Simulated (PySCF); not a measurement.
CoSe2, quartet: structure and spectrum

Method: UB3LYP in PySCF with Co def2-SVP, Se def2-SVP; no relativity; density-fitted integrals.

The structure is a minimum.

```json
{
  "Point group": "C2v",
  "Bond lengths": "Co–Se 2.263 Å (×2), Se–Se 2.506 Å",
  "Bond angles": "Co–Se–Se 56.4° (×2), Se–Co–Se 67.2°",
  "Principal quadrupole moments (Buckingham, traceless) about the centre of mass": "-6.15, -5.13, 11.28 D Å",
  "Atomisation energy without zero-point energy": "543 kJ/mol",
  "Spin squared ⟨S²⟩": "3.779",
  "Rotational symmetry number": "2",
  "Highest occupied level (α)": "-5.28 eV",
  "Principal polarisabilities": "40.0, 72.6, 81.2 bohr³",
  "Zero-point energy": "4.5 kJ/mol",
  "Entropy at 298.15 K and 1 bar (electronic part: spin only)": "321.7 J/(mol K)",
  "Rotational constants": "0.1102, 0.06719, 0.04174 cm⁻¹",
  "Heat capacity Cp at 298.15 K": "55.3 J/(mol K)",
  "Dipole moment": "5.11 D",
  "Lowest empty level (α)": "-3.00 eV",
  "Enthalpy at 298.15 K above 0 K": "13.79 kJ/mol"
}
```

Harmonic modes (masses in u: Co 58.933, Se 79.917):
```json
{"symmetry": "a1", "ω (cm⁻¹)": "193", "IR (km/mol)": "5.0", "μ (u)": "74.35"}
{"symmetry": "b2", "ω (cm⁻¹)": "223", "IR (km/mol)": "9.2", "μ (u)": "68.80"}
{"symmetry": "a1", "ω (cm⁻¹)": "333", "IR (km/mol)": "13.7", "μ (u)": "67.43"}
```

In C2v the vibrations span 2a1 + b2. Here b1 is antisymmetric to the molecular plane and b2 lies in it.

Charges (e):
```tsv
atom	Mulliken	Löwdin	polar tensor	spin (Mulliken)	Mayer order to Co1
Co1	0.42	0.29	0.73	2.44	–
Se2,3	-0.21	-0.15	-0.37	0.28	1.24
```
Other Mayer orders above 0.3: Se–Se 0.93.

Mulliken populations on Co1: s 6.66, p 12.39, d 7.53, f 0.00.

Outer orbital energies (eV). α occupied: -9.84, -9.73, -9.18, -8.14, -7.62, -7.10, -5.76, -5.28; empty: -3.00, -1.71, 1.36, 1.86. β occupied: -16.08, -9.22, -8.22, -7.28, -7.26, -7.01, -6.76, -5.37; empty: -2.80, -2.58, -2.42, -2.31.

Only a few start shapes were tried, so a lower isomer may exist. With open d or f shells other occupations or spin states may lie lower.

The final relaxation and frequency run took 79 s on 2 threads of a shared Arm Neoverse V1 host, with 95 basis functions and 9 gradients; the process peaked at 0.93 GiB.
